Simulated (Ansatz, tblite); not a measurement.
Removing and adding an electron: Al10P10H30, a nanocrystal cut from zinc blende AlP (hydrogen-capped). Total charge 0; singlet. Geometry: r2SCAN-D4/def2-SVP. Ansatz, gas phase; energy differences of separate SCF runs; the oxidised species was run as a doublet alone; the reduced species was run as a doublet alone.

Cartesian coordinates in Å:
```
Al 2.639 -1.362 0.631
Al 3.152 1.699 -2.603
Al -0.182 -2.558 -1.629
Al -0.117 0.579 -4.166
Al 2.891 2.472 1.794
Al -0.835 -1.998 2.115
Al -0.163 2.041 3.920
Al -0.303 1.127 -0.224
Al -3.949 -0.181 -1.981
Al -3.788 0.708 1.665
P 3.833 -0.159 -1.111
P 3.154 0.123 2.455
P 0.306 -1.132 0.213
P 0.750 1.760 -2.256
P 0.871 -1.586 -3.568
P -2.478 -2.147 -2.303
P 0.489 2.411 1.611
P -0.634 -0.391 3.928
P -3.189 -1.674 1.726
P -2.670 1.168 -0.417
H 3.155 -2.857 0.772
H 3.895 3.035 -2.184
H 3.356 1.026 -4.039
H 0.103 -4.101 -1.387
H 0.439 1.145 -5.542
H -1.653 0.171 -3.979
H 3.620 2.357 0.375
H 3.385 3.486 2.911
H -0.390 -3.454 2.563
H 1.205 2.082 4.747
H -1.448 2.850 4.378
H -4.234 0.518 -3.375
H -5.121 -0.829 -1.104
H -2.926 1.176 2.928
H -5.356 0.945 1.583
H 5.081 0.180 -0.524
H 4.305 -1.206 -1.953
H 4.502 -0.150 2.807
H 2.529 -0.287 3.661
H 0.361 3.115 -2.457
H 2.287 -1.636 -3.491
H 0.680 -2.530 -4.612
H -2.523 -2.515 -3.674
H -3.175 -3.276 -1.785
H 0.122 3.753 1.309
H 0.320 -0.992 4.798
H -1.784 -0.620 4.729
H -3.843 -2.330 2.802
H -3.674 -2.477 0.661
H -2.993 2.523 -0.716
```

The xTB rows come from tblite. Single mean-field runs in def2-SVP are fitted with def2-universal-jkfit.

| level | −HOMO (eV) | vertical IE (eV) | −LUMO (eV) | vertical EA (eV) | HOMO–LUMO gap (eV) | IE − EA (eV) | remarks |
| --- | --- | --- | --- | --- | --- | --- | --- |
| GFN1-xTB | 10.33 | 11.79 | 6.40 | 4.95 | 3.93 | 6.84 | – |
| GFN2-xTB | 10.19 | 11.72 | 7.19 | 5.82 | 2.99 | 5.89 | – |
| PBE-D4/def2-SVP | 6.26 | – | 2.23 | 0.92 | 4.03 | – | HOMO above zero (-1 doublet) |
| revPBE-D4/def2-SVP | 6.24 | – | 2.17 | 0.99 | 4.06 | – | HOMO above zero (-1 doublet) |
| PBE0-D4/def2-SVP | 7.38 | 8.51 | 1.52 | 0.63 | 5.86 | 7.87 | HOMO above zero (-1 doublet) |

Run but left out: PBE-D4/def2-SVP, revPBE-D4/def2-SVP (charge +1 doublet: an occupied level 0.11 to 0.12 eV above an empty one).   A HOMO above zero means that the electron is unbound at that level or that self-interaction error raises the level; the energy of removing that electron tells which. Raw xTB energy differences between charge states are shifted by several eV; the methods need an empirical correction for them. Sets without diffuse functions give affinities that are too small.
